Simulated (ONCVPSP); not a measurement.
Varying the ONCV potential for Cl

Base potential:

Cl, optimised norm-conserving Vanderbilt (ONCV), made with ONCVPSP 4.0.1 (PBE, scalar-relativistic). Core [Ne], reference 3s1.5 3p5.5. Waves: 3s: rc 1.20 bohr, ncon 4, nbas 9, qcut 5.3 1/bohr, 3 projectors, debl 3.7 Ha; 3p: rc 1.25 bohr, ncon 4, nbas 8, qcut 7.1 1/bohr, 1 projector; d scattering state at 0.23 Ha: rc 1.30 bohr, ncon 3, nbas 6, qcut 7.8 1/bohr, 2 projectors, debl 1 Ha. Local part: polynomial inside 0.90 bohr (lpopt 5, dvloc0 0 Ha). Core correction: polynomial model core, fcfact 0.5.

Cutoffs, loose and tight: the cutoffs (Ha) at which the residual kinetic energy of the hardest occupied pseudo-wave falls to 1 and 0.1 mHa per electron. They do not see the model core or the augmentation charge, which bear on the density cutoff. Test errors are all-electron minus pseudo excitation energies from the reference, over the configurations 3s2 3p5; 3s2 3p4; 3s2 3p3; 3s1 3p5. A dash means not determined; rows that change the core or the reference have their own tests.

A true bound ghost makes a file unfit for plane-wave use even where its test errors are small: the radial tests pick states by their node count and pass the ghost by.

| change | outcome | cutoff, loose | cutoff, tight | bound ghosts | GHOST(+) flags above zero | largest test error (meV) |
| --- | --- | --- | --- | --- | --- | --- |
| base | generated | 17 Ha | 78 Ha | s | s, d | +26 |
| all radii but the core radius scaled by about 0.87 (s 1.04, p 1.08, d 1.14 bohr); local potential polynomial inside 0.78 bohr (lpopt 5, dvloc0 0 Ha) | generated | 48 Ha | 210 Ha | s | s | +24 |
| d: rc 1.2, qcut 8.4 | generated | 17 Ha | 78 Ha | s | s, d | +26 |

(1) What comes out with this change to the base: s: ncon 3, nbas 8?

Results:

(1) outcome: generated; cutoff, loose: 16 Ha; cutoff, tight: 105 Ha; bound ghosts: none; GHOST(+) flags above zero: s, d; largest test error (meV): +25.
